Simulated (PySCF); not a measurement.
**NaI: energy against distance**

Set-up: Na def2-SVPD, I def2-SVPD with ECP28; scalar-relativistic core potentials (PySCF 2.14). Energies in eV from Na + I in their ground configurations at the same level. State: ¹Σ⁺ (singlet), closed shell.

Curves on a restricted Hartree–Fock reference rise too fast on stretching and do not dissociate correctly.

| R (Å) | RHF-SCS-MP2 | LDA | PBE |
| --- | --- | --- | --- |
| 2.356 | -2.577 | -3.199 | -2.739 |
| 2.465 | -2.906 | -3.444 | -3.024 |
| 2.575 | -3.097 | -3.569 | -3.180 |
| 2.657 | -3.173 | -3.605 | -3.237 |
| 2.739 | -3.208 | -3.606 | -3.255 |
| 2.821 | -3.209 | -3.579 | -3.244 |
| 2.931 | -3.173 | -3.512 | -3.195 |
| 3.068 | -3.086 | -3.395 | -3.096 |
| 3.232 | -2.941 | -3.226 | -2.944 |
| 3.451 | -2.715 | -2.979 | -2.715 |

Q: Put a parabola through the three lowest points of the RHF-SCS-MP2 curve and estimate Re, k and ωe (reduced mass 19.46 u; 1 eV/Å² = 0.16022 mdyn/Å; ωe = 1302.8·√(k/μ) cm⁻¹).

A: Through R = 2.739, 2.821, 2.931 Å the second-order coefficient is 1.77 eV/Å², so Re ≈ 2.783 Å, k ≈ 0.567 mdyn/Å and ωe ≈ 222 cm⁻¹. A polynomial fit of higher order to the unrounded RHF-SCS-MP2 energies gives Re = 2.784 Å, k = 0.668 mdyn/Å, ωe = 241 cm⁻¹; anharmonicity and rounding make the difference.

The higher-order fit for each curve: RHF-SCS-MP2: Re = 2.784 Å, ωe = 241 cm⁻¹, De = 3.21 eV; LDA: Re = 2.698 Å, ωe = 254 cm⁻¹, De = 3.61 eV; PBE: Re = 2.745 Å, ωe = 244 cm⁻¹, De = 3.26 eV.

Correlated steps freeze 5 core orbitals. Correlated levels converge slowly with the basis: in double zeta they bind strong bonds too weakly, by up to about 1 eV, and carry superposition errors of some tenths. These are scalar-relativistic numbers at best; spin–orbit coupling would shift them, the dissociation energy most. Where the molecule has an RHF reference, its open-shell atoms are computed with UHF.
